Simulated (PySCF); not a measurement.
Molecule: SMILES c1c(OC)cccc1[S-], [C₇H₇OS]-.

Cartesian coordinates in Å; atom numbers follow the order of the lines, from 1:
```xyz
16

C     2.6183    0.3348    0.7811
O     1.6999   -0.7175    0.7587
C     0.3844   -0.4113    0.4085
C    -0.4922   -1.4968    0.4042
C    -1.8205   -1.2830    0.0649
C    -2.2767   -0.0282   -0.2633
C    -1.4069    1.0764   -0.2623
S    -1.9489    2.6399   -0.6635
C    -0.0593    0.8502    0.0844
H     2.7247    0.8046   -0.2047
H     3.5746   -0.1033    1.0746
H     2.3366    1.1061    1.5086
H    -0.1210   -2.4772    0.6656
H    -2.5057   -2.1247    0.0600
H    -3.3137    0.1319   -0.5271
H     0.5990    1.7071    0.0829
```

Total charge -1.

Frames of a GFN2-xTB Langevin trajectory at 600 K; GIAO PBE0/pcSseg-1 shieldings in PySCF 2.14.0 with density-fitted response routines, gas phase, non-relativistic; equivalent atoms averaged within each frame.

δ = σ(ref) − σ, references computed at the same level: $^{13}$C (186.93 ppm) and $^{1}$H (31.72 ppm) vs TMS; $^{17}$O (336.08 ppm) vs H2O; $^{33}$S (503.73 ppm) against CS2. The references are static minima.

Task: How do the shifts (ppm) fluctuate along the trajectory?

Result: 
```
         time (fs)     C7     C3     C5     C6     C9     C4    C1    O2   S8   H16
               250  174.2  160.3  133.6  116.3  115.5  113.3  65.6  96.4   73  6.74
               425  181.8  154.3  140.0  137.1  123.2  107.1  48.0  59.3   64  7.21
               625  186.5  159.2  139.7  130.7  114.1  111.0  57.9  79.4  158  7.60
               800  201.1  168.1  128.4  126.9  136.0  104.9  52.6  76.3  171  8.09
              1000  181.1  168.4  128.2  128.1  111.9   97.3  65.6  85.2  110  7.18
    mean of frames  184.9  162.1  134.0  127.8  120.2  106.7  57.9  79.3  115  7.37
standard deviation   10.0    6.1    5.8    7.6    9.8    6.2   7.8  13.6   48  0.51
```

5 frames give an uncertainty of the mean of about the standard deviation over 2.2 at best, since frames this close in time may not be independent; classical motion lacks zero-point vibration, and the reference would need the same averaging.
